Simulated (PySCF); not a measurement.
Job file and geometry (Å, from GFN2-xTB) of an NMR shielding run on CH9BNP, GIAO PBE0/pcSseg-1 NMR shielding, non-relativistic, gas phase in PySCF 2.14.0, density-fitted response routines; density fitting, a coarse starting grid and PySCF grid level 2 are the driver's defaults:

```
$ OMP_NUM_THREADS=1 python probes_run.py task.json out

{"job": {"kind": "nmr", "xc": "PBE0", "basis": "pcSseg-1"}, "charge": 0, "multiplicity": 1}
C     -1.703648     0.114502     0.025069
N     -0.542542    -0.703647     0.282329
B     -0.080996    -1.769225    -0.455285
P      1.567239     1.660393     0.461135
H     -1.416811     1.164845    -0.093482
H     -2.419639     0.047594     0.849582
H     -2.187913    -0.224040    -0.888164
H     -0.068359    -0.417916     1.129679
H      0.887940    -2.324381    -0.098840
H     -0.662727    -2.095165    -1.419013
H      1.567315     1.264044    -0.866982
H      2.489618     0.684180     0.810324
H      2.566134     2.599302     0.245920
```

Question: Write the output of this run.

Answer: 
```
coarse grid: 10440 points
cycle   1  E = -464.1155478394  dE = -7.937e-03  |g| = 2.844e-01  |ddm| = 2.786e+00
cycle   2  E = -464.1208339783  dE = -5.286e-03  |g| = 2.724e-01  |ddm| = 5.313e-01
cycle   3  E = -464.1380543255  dE = -1.722e-02  |g| = 6.813e-02  |ddm| = 2.501e-01
cycle   4  E = -464.1390071713  dE = -9.528e-04  |g| = 1.875e-02  |ddm| = 5.274e-02
cycle   5  E = -464.1390881897  dE = -8.102e-05  |g| = 2.021e-03  |ddm| = 1.336e-02
cycle   6  E = -464.1390889761  dE = -7.864e-07  |g| = 8.946e-04  |ddm| = 2.539e-03
final grid: 93688 points
cycle   7  E = -464.1593039296  dE = -2.495e-05  |g| = 6.789e-03  |ddm| = 1.951e-02
cycle   8  E = -464.1592984142  dE =  5.515e-06  |g| = 8.515e-03  |ddm| = 1.151e-02
cycle   9  E = -464.1593151806  dE = -1.677e-05  |g| = 1.257e-03  |ddm| = 6.231e-03
cycle  10  E = -464.1593155423  dE = -3.616e-07  |g| = 1.465e-04  |ddm| = 8.808e-04
cycle  11  E = -464.1593155462  dE = -3.901e-09  |g| = 4.893e-05  |ddm| = 1.195e-04
cycle  12  E = -464.1593155468  dE = -6.166e-10  |g| = 9.156e-06  |ddm| = 4.879e-05
converged SCF energy = -464.1593155468

GIAO shielding tensors (ppm)
atom      isotropic    diamagn.    paramagn.     s11        s22        s33       span
  0 C      147.569     244.592     -97.024    127.677    130.761    184.268     56.591
  1 N      122.971     322.158    -199.188     -2.969    152.419    219.463    222.432
  2 B       64.422     198.259    -133.837     28.932     45.950    118.385     89.454
  3 P      602.221     967.906    -365.685    555.448    614.020    637.195     81.747
  4 H       28.306      29.856      -1.550     23.443     29.128     32.348      8.905
  5 H       28.659      27.918       0.741     24.479     26.490     35.009     10.530
  6 H       28.669      29.518      -0.849     25.621     27.307     33.078      7.457
  7 H       27.050      34.113      -7.064     23.848     25.994     31.308      7.460
  8 H       27.210      31.826      -4.616     24.707     27.158     29.765      5.058
  9 H       27.085      31.701      -4.615     24.629     27.551     29.077      4.448
 10 H       30.200      31.753      -1.553     25.132     28.352     37.115     11.983
 11 H       30.060      31.134      -1.074     25.012     27.807     37.359     12.347
 12 H       30.121      29.398       0.723     25.169     26.091     39.102     13.932
```

Size and cost of the density-fitted run: 120 basis functions, 11 s wall time on 1 thread of an Arm Neoverse V2, shared host.
